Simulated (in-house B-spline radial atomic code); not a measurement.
Ionisation energies along the 33-electron series, configuration 1s2 2s2 2p6 3s2 3p6 3d10 4s2 4p1/2(2) 4p3/2(1), as differences of self-consistent energies. Dirac energy differences include first-order Breit, QED and recoil terms. NIST's values go from ground level to ground level; the uncertainty of those that are theory runs from under 0.1 % in few-electron ions to several per cent in heavy many-electron ones. Computed with a B-spline radial code for spherical atoms: Dirac-Hartree-Fock, jj configuration that fills j = l - 1/2 first, finite nuclei.

A number in brackets counts the electrons of a j subshell.

```
  ion     configuration after  ionisation energy (eV)  IE/(q+1)² (eV)  -ε less Coulomb ΔSCF (eV)  Breit and QED recoil part (eV)  tabulated value (eV)  computed minus tabulated (eV)
   As  [Ar] 3d10 4s2 4p1/2(2)                     8.4          8.4432                    0.38068                       0.0016518               9.78855                           -1.3
  Se+  [Ar] 3d10 4s2 4p1/2(2)                    19.6          4.8932                    0.37689                      -0.0010869                21.196                           -1.6
 Br2+  [Ar] 3d10 4s2 4p1/2(2)                    33.1          3.6786                    0.45495                      -0.0049782                34.871                           -1.8
 Kr3+  [Ar] 3d10 4s2 4p1/2(2)                    48.8          3.0512                    0.44106                      -0.0099822                 50.85                           -2.0
 Rb4+  [Ar] 3d10 4s2 4p1/2(2)                    66.6          2.6631                    0.42519                       -0.016143                 68.44                           -1.9
 Sr5+  [Ar] 3d10 4s2 4p1/2(2)                    86.3          2.3974                    0.41458                       -0.023505                    88                           -1.7
 Zr7+  [Ar] 3d10 4s2 4p1/2(2)                   131.5          2.0543                    0.40259                       -0.042103                 133.7                           -2.2
 Nb8+  [Ar] 3d10 4s2 4p1/2(2)                       ?               ?                          ?                               ?                     ?                              ?
 Mo9+  [Ar] 3d10 4s2 4p1/2(2)                       ?               ?                          ?                               ?                     ?                              ?
Tc10+  [Ar] 3d10 4s2 4p1/2(2)                   213.1          1.7609                    0.39638                       -0.080665                   214                           -0.9
Ru11+  [Ar] 3d10 4s2 4p1/2(2)                   243.9          1.6937                    0.39595                       -0.096633                   245                           -1.1
Rh12+  [Ar] 3d10 4s2 4p1/2(2)                   276.5          1.6361                    0.39601                        -0.11431                   277                           -0.5
Pd13+  [Ar] 3d10 4s2 4p1/2(2)                       ?               ?                          ?                               ?                     ?                              ?
Ag14+  [Ar] 3d10 4s2 4p1/2(2)                   347.1          1.5426                    0.39717                        -0.15499                   347                            0.1
Cd15+  [Ar] 3d10 4s2 4p1/2(2)                   385.0           1.504                    0.39812                        -0.17812                   385                            0.0
```

Fill in the row of Nb8+.

ionisation energy (eV): 156.8; IE/(q+1)² (eV): 1.9364; -ε less Coulomb ΔSCF (eV): 0.39943; Breit and QED recoil part (eV): -0.053461; tabulated value (eV): 159.2; computed minus tabulated (eV): -2.4.

Fill in the row of Mo9+.

ionisation energy (eV): 184.1; IE/(q+1)² (eV): 1.8405; -ε less Coulomb ΔSCF (eV): 0.39747; Breit and QED recoil part (eV): -0.066279; tabulated value (eV): 186.3; computed minus tabulated (eV): -2.2.

Fill in the row of Pd13+.

ionisation energy (eV): 310.9; IE/(q+1)² (eV): 1.5862; -ε less Coulomb ΔSCF (eV): 0.39644; Breit and QED recoil part (eV): -0.13373; tabulated value (eV): 311; computed minus tabulated (eV): -0.1.

How far is this level of theory from the measured and semi-empirical values?

Over those 7 rows the differences run from -2.35 to -1.35 eV (mean absolute value 1.9 eV). The calculation leaves out correlation and, in open shells, the multiplet splittings that an average leaves out.
